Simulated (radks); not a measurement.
The argon ion Ar5+, 13 electrons, occupied as [He] 2s2 2p(1/2: 1, 3/2: 4) 3s2 3p(1/2: 2, 3/2: 0) (not the ground configuration).

Method: Dirac Kohn-Sham, BLYP, spin-unpolarised, spherical densities, finite nucleus; Fermi nuclear charge, rms radius 3.4274 fm; computed with a radial shooting solver on a logarithmic mesh with Libxc functionals.

Energy parts (eV):
total: -13937.538
kinetic: 14026.064
electron-nucleus: -31893.464
Hartree: 4671.797
exchange-correlation: -741.934

Orbitals (lengths in bohr, moments of r in powers of bohr; <r^-3> diverges for s and p1/2; r(max) is where P^2 peaks):
orbital	occ.	eigenvalue (eV)	r(max)	<r>	<r^2>	<r^-3>
1s1/2	2	-3260.741	0.05605	0.08566	0.009869	-
2s1/2	2	-413.3365	0.3339	0.4045	0.1936	-
2p1/2	1	-351.2068	0.2734	0.3620	0.1620	-
2p3/2	4	-348.8053	0.2752	0.3643	0.1638	133.8
3s1/2	2	-104.1861	1.053	1.173	1.569	-
3p1/2	2	-87.6899	1.076	1.217	1.712	-
3p3/2	0	-87.3442	1.080	1.222	1.724	19.33

The highest occupied level is 3p1/2 at -87.690 eV. The density falls to 0.001 e/bohr^3 at r = 2.61 bohr. The electron density at the nucleus is 4377 e/bohr^3.
